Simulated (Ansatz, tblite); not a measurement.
Two members of one family ((ZnTe)n off), computed with Ansatz in the gas phase; def2 core potentials for Te, no spin–orbit coupling. The two geometries come from different levels. Singlets are spin-restricted. A dash marks a value that wasn't run or was left out as unsound. The structures are stationary points that may keep the symmetry of their start. Remarks come from the PBE and PBE0 runs and from stability tests at other levels; not every state was tested.

First: ZnTe2 (singlet, charge 0, B3LYP-D4/def2-TZVP geometry).

```tsv
atom	x (Å)	y (Å)	z (Å)
Zn1	-0.156	-0.536	1.202
Te2	0.438	-1.093	-1.161
Te3	-0.282	1.629	-0.041
```

```tsv
level	HOMO (eV)	LUMO (eV)	gap (eV)	vertical IE (eV)
PBE-D4/def2-SVP	-4.46	-4.17	0.28	–
PBE-D4/def2-TZVP	-4.69	-4.37	0.32	7.27
PBE-D4/def2-TZVPD	-4.71	-4.39	0.32	–
PBE0-D4/def2-SVP	-5.42	-3.57	1.85	–
PBE0-D4/def2-TZVP	-5.59	-3.72	1.88	7.38
```

Metal–donor distances: 2 × Te 2.50 Å. The relaxed triplet lies at -0.13 eV (r2SCAN-D4/def2-TZVP) to 0.02 eV (RPA@PBE/def2-TZVP) from the singlet, so the order hangs on the level. The relaxed quintet lies at 1.47 eV (BLYP-D4/def2-TZVP) to 1.83 eV (B2PLYP/def2-TZVP) from the singlet. Remarks: triplet lower at PBE0, triplet lowest at PBE0.

Second: Zn2Te (singlet, charge 0, PBE-D4/def2-TZVP geometry).

```xyz
3

Zn    1.6069   -0.7127    1.8458
Zn   -1.6052    0.7162   -1.8469
Te   -0.0017   -0.0036    0.0011
```

Estimate how these quantities change from the first to the second (second minus first).


```csv
level,Δ HOMO (eV),Δ LUMO (eV),Δ gap (eV),Δ vertical IE (eV)
PBE-D4/def2-SVP,-0.18,0.44,0.62,–
PBE-D4/def2-TZVP,-0.40,0.28,0.68,0.44
PBE-D4/def2-TZVPD,-0.38,0.29,0.68,–
PBE0-D4/def2-SVP,-0.18,0.32,0.50,–
PBE0-D4/def2-TZVP,-0.38,0.17,0.55,0.26
```

The relaxed triplet lies at -0.26 eV (r2SCANh-D4/def2-TZVP) to 0.30 eV (LDA (SPW92)/def2-TZVP) from the singlet, so the order hangs on the level. The relaxed quintet lies at 2.65 eV (r2SCANh-D4/def2-TZVP) to 3.61 eV (LDA (SPW92)/def2-TZVP) from the singlet. Remarks: triplet lower at PBE0, triplet lowest at PBE0.
